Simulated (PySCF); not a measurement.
C₂H₅O₂, SMILES C([O])CO, multiplicity 2. Coordinates come from a B3LYP-D3(BJ)/def2-SVP optimisation. The isomer is the one that the SMILES or the coordinates give; other isomers of the formula were not compared. One conformer was computed; it need not be the lowest.

Level of theory: PySCF with B3LYP-D3(BJ)/def2-SVP.

Harmonic wavenumbers (cm⁻¹): 164, 302, 337, 496, 661, 840, 917, 1045, 1139, 1185, 1257, 1284, 1368, 1390, 1478, 1516, 2887, 2936, 2984, 3119, 3809. Rotational constants (GHz): 17.41, 5.306, 4.664; symmetry number 1.

Task: Work out the zero-point energy and the ideal-gas rigid-rotor harmonic-oscillator thermochemistry at 298.15 K and 1 atm.

Result: ZPE = ½ Σ hcν = ½ × 31116 cm⁻¹ = 44.48 kcal/mol. H − E(el) = 48.11 kcal/mol. Entropy in cal/(mol K): translation 38.25, rotation 24.13, vibration 6.76, spin 1.38, total 70.51. G − E(el) = 27.09 kcal/mol. Cp = 17.83 cal/(mol K).
